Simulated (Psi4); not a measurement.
CHCl2 (SMILES Cl[CH]Cl), doublet, at a GFN2-xTB geometry; Psi4 with M06-2X/pcseg-1.

Input for Psi4:
```
memory 2 GB

molecule mol {
0 2
  Cl   -1.453522   -0.175460    0.026791
  C     0.004157    0.674844    0.179604
  Cl    1.452673   -0.163685   -0.084713
  H    -0.010520    1.716397   -0.092943
}

set basis pcseg-1
set reference uks
set dft_spherical_points 194

energy('m06-2x')
print_variables()
```

Output, abridged:

```
   => Loading Basis Set <=

    Name: PCSEG-1
    Role: ORBITAL
    Keyword: BASIS

         ---------------------------------------------------------
                                   SCF
               by Justin Turney, Rob Parrish, Andy Simmonett
                          and Daniel G. A. Smith
                              UKS Reference
         ---------------------------------------------------------

  ==> Geometry <==

    Molecular point group: c1
    Full point group: C1

    Geometry (in Angstrom), charge = 0, multiplicity = 2:

       Center              X                  Y                   Z               Mass
    ------------   -----------------  -----------------  -----------------  -----------------
         CL          -1.453637655716    -0.150967351978     0.026355631960    34.968852682000
         C            0.004041344284     0.699336648022     0.179168631960    12.000000000000
         CL           1.452557344284    -0.139192351978    -0.085148368040    34.968852682000
         H           -0.010635655716     1.740889648022    -0.093378368040     1.007825032230

  Running in c1 symmetry.

  Rotational constants: A =      1.55368  B =      0.11384  C =      0.10632 [cm^-1]
  Rotational constants: A =  46578.26128  B =   3412.77425  C =   3187.48400 [MHz]
  Nuclear repulsion =  126.793552858076595

  Charge       = 0
  Multiplicity = 2
  Electrons    = 41
  Nalpha       = 21
  Nbeta        = 20

  ==> Algorithm <==

  SCF Algorithm Type is DF.
  DIIS enabled.
  MOM disabled.
  Fractional occupation disabled.
  Guess Type is SAD.
  Energy threshold   = 1.00e-06
  Density threshold  = 1.00e-06
  Integral threshold = 1.00e-12

  ==> Primary Basis <==

  Basis Set: PCSEG-1
    Blend: PCSEG-1
    Number of shells: 25
    Number of basis functions: 55
    Number of Cartesian functions: 58
    Spherical Harmonics?: true
    Max angular momentum: 2

  ==> DFT Potential <==

   => LibXC <=

    Version 7.1.2
    S. Lehtola, C. Steigemann, M. J. T. Oliveira, and M. A. L. Marques,  SoftwareX 7, 1–5 (2018) (10.1016/j.softx.2017.11.002)

   => Composite Functional: M06-2X <=

    Hybrid M06-2X Meta-GGA XC Functional  (10.1007/s00214-007-0310-x)
    Y. Zhao and D. G. Truhlar,  Theor. Chem. Acc., 120, 215, 2008

    Deriv               =              1
    GGA                 =           TRUE
    Meta                =           TRUE

    Exchange Hybrid     =           TRUE
    MP2 Hybrid          =          FALSE

   => Exchange Functionals <=

[...]
      Ntotal   =   40.9999842470 ; deviation = -1.575e-05

   @Spin Contamination Metric:   4.882733870E-03
   @S^2 Expected:                7.500000000E-01
   @S^2 Observed:                7.548827339E-01
   @S   Expected:                5.000000000E-01
   @S   Observed:                5.000000000E-01

    Orbital Energies [Eh]
    ---------------------

    Alpha Occupied:

[...]
    Alpha Virtual:

[...]
      55A      3.092298

    Beta Occupied:

[...]
    Beta Virtual:

[...]
    Final Occupation by Irrep:
              A
    DOCC [    20 ]
    SOCC [     1 ]
    NA   [    21 ]
    NB   [    20 ]

  @DF-UKS Final Energy:  -958.94573282108479

   => Energetics <=

    Nuclear Repulsion Energy =            126.7935528580765947
    One-Electron Energy =               -1574.3577702054603833
    Two-Electron Energy =                 518.1339345100261653
    DFT Exchange-Correlation Energy =     -29.5154499837271302
    Empirical Dispersion Energy =           0.0000000000000000
    VV10 Nonlocal Energy =                  0.0000000000000000
    Total Energy =                       -958.9457328210847891

  UHF NO Occupations:
  HONO-2 :   19  A 1.9994506
  HONO-1 :   20  A 1.9990608
  HONO-0 :   21  A 1.0000000
  LUNO+0 :   22  A 0.0009392
  LUNO+1 :   23  A 0.0005494
  LUNO+2 :   24  A 0.0004987
  LUNO+3 :   25  A 0.0002993

Computation Completed

Properties will be evaluated at   0.000000,   0.000000,   0.000000 [a0]

Properties computed using the SCF density matrix

 Multipole Moments:

 ------------------------------------------------------------------------------------
     Multipole            Electronic (a.u.)      Nuclear  (a.u.)        Total (a.u.)
 ------------------------------------------------------------------------------------

 L = 1.  Multiply by 2.5417464519 to convert [e a0] to [Debye]
 Dipole X            :          0.0023762           -0.0089816           -0.0066054
 Dipole Y            :         -1.5047092            1.8976527            0.3929435
 Dipole Z            :         -0.0969934           -0.0337186           -0.1307119
 Magnitude           :                                                    0.4141664

 ------------------------------------------------------------------------------------

  Variable Map:
  ----------------------------------------------------------------------------
[...]
  Array Variable Map:
  ----------------------------------------------------------------------------
[...]
[...]
```
